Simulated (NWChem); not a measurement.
Species: TiO₂; SMILES [O]=[Ti]=[O]

Program: NWChem. Pople sets run with spherical d functions. The geometry was optimised at PBE0/def2-SVP. Vertical excitations in the gas phase.

**Question.** What does the run give for LDA (Slater exchange, VWN5)/6-31G*, TDA? Quantities: lowest excitation, singlet (eV); oscillator strength of that lowest state; orbital gap (eV).

**Answer.** 
```json
{
  "lowest excitation, singlet (eV)": "2.11",
  "oscillator_strength_of_that_lowest_state": "0.007",
  "orbital gap (eV)": "2.04"
}
```
